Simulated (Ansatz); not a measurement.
## AsH3 (arsine): the energy, rung by rung

The species is AsH3 (4 atoms), meant as a singlet with charge 0. As SMILES, `[AsH3]`. The shape is that of a PBE0-D4/def2-TZVP optimisation.

```xyz
4

As   -0.2158    0.4876   -0.3460
H     0.3499    0.6303    1.0594
H    -1.0680   -0.7055    0.0611
H     0.9339   -0.4125   -0.7745
```

Quantity: the energy change with the As1–H4 bond stretched from 1.522 to 3.043 Å, in eV. The values are calculated.

```json
{"level": "HF/STO-3G (restricted)", "kind": "Hartree–Fock", "program": "Ansatz", "value (eV)": "7.76", "less FCI/STO-3G": "+3.82"}
{"level": "SVWN5/STO-3G (restricted)", "kind": "LDA", "program": "Ansatz", "value (eV)": "5.60", "less FCI/STO-3G": "+1.66"}
{"level": "revPBE/STO-3G (restricted)", "kind": "GGA", "program": "Ansatz", "value (eV)": "5.25", "less FCI/STO-3G": "+1.31"}
{"level": "B3LYP/STO-3G (restricted)", "kind": "global hybrid", "program": "Ansatz", "value (eV)": "5.78", "less FCI/STO-3G": "+1.84"}
{"level": "BHLYP/STO-3G (restricted)", "kind": "global hybrid", "program": "Ansatz", "value (eV)": "6.61", "less FCI/STO-3G": "+2.67"}
{"level": "wB97M-V/STO-3G (restricted)", "kind": "range-separated hybrid", "program": "Ansatz", "value (eV)": "6.48", "less FCI/STO-3G": "+2.54"}
{"level": "RPA@PBE/STO-3G (restricted)", "kind": "RPA", "program": "Ansatz", "value (eV)": "4.77", "less FCI/STO-3G": "+0.83"}
{"level": "CCSD(T)/STO-3G (restricted)", "kind": "coupled cluster or CI", "program": "Ansatz", "value (eV)": "3.92", "less FCI/STO-3G": "-0.02"}
{"level": "FCI/STO-3G", "kind": "exact in the basis", "program": "Ansatz", "value (eV)": "3.94", "less FCI/STO-3G": "0.00"}
```

FCI/STO-3G is exact within its basis and frozen core, so for wave-function methods in that basis the difference is their error; functionals converge differently with the basis, so for them it is only a difference. Spin-restricted single references rise too steeply as a bond breaks, Hartree–Fock most of all. Perturbation and coupled-cluster corrections on them can overshoot downwards. All-electron rows without a relativistic Hamiltonian named are non-relativistic. The first shape isn't each level's own minimum. The values span 3.92 to 7.76 eV. All rows use very small basis sets, so even the best lies far from the true value. In the correlated wave-function rows the outer d shell of As is correlated, in sets not made for it.
